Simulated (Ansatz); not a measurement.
`[CH3][Ge]([F])([Cl])[C]#N` and `[CH3][GeH]([F])[Cl]` differ in one atom or group.

Ansatz, PBE0-D4/def2-TZVP geometries, multiplicity 1. 

Scalar relativity is left out up to krypton.

| property | `[CH3][Ge]([F])([Cl])[C]#N` |
| --- | --- |
| zero-point energy (PBE0-D4/def2-TZVP) / kJ/mol | 128.3 |
| ideal-gas entropy at 298 K and 1 bar (rigid rotor, harmonic PBE0-D4/def2-TZVP) / J/(mol·K) | 383 |
| LUMO energy (ωB97M-V/def2-TZVPP) / eV | 1.00 |
| HOMO energy (PBE0/def2-TZVPP) / eV | -9.71 |
| LUMO energy (PBE/def2-TZVPP) / eV | -2.05 |
| HOMO–LUMO gap (PBE/def2-TZVPP) / eV | 6.19 |

Task: What does the change do to each property? (Estimate.)

Result: The calculation gave: 
```json
{"property": "zero-point energy (PBE0-D4/def2-TZVP) / kJ/mol", "`[CH3][GeH]([F])[Cl]`": "127.1", "shift": "-1.2"}
{"property": "ideal-gas entropy at 298 K and 1 bar (rigid rotor, harmonic PBE0-D4/def2-TZVP) / J/(mol·K)", "`[CH3][GeH]([F])[Cl]`": "336", "shift": "-47"}
{"property": "LUMO energy (ωB97M-V/def2-TZVPP) / eV", "`[CH3][GeH]([F])[Cl]`": "2.15", "shift": "1.15"}
{"property": "HOMO energy (PBE0/def2-TZVPP) / eV", "`[CH3][GeH]([F])[Cl]`": "-8.90", "shift": "0.81"}
{"property": "LUMO energy (PBE/def2-TZVPP) / eV", "`[CH3][GeH]([F])[Cl]`": "-0.82", "shift": "1.23"}
{"property": "HOMO–LUMO gap (PBE/def2-TZVPP) / eV", "`[CH3][GeH]([F])[Cl]`": "6.68", "shift": "0.49"}
```

With PBE0 the HOMO rises by 0.81 eV and the LUMO rises by 1.29 eV, so the gap widens by about 0.48 eV. PBE moves the HOMO by 0.74 eV and ωB97M-V by 0.85 eV. The zero-point energy changes by -1.2 kJ/mol with -3 modes.

Positive LUMOs are unbound, so they and the gaps depend on the basis.
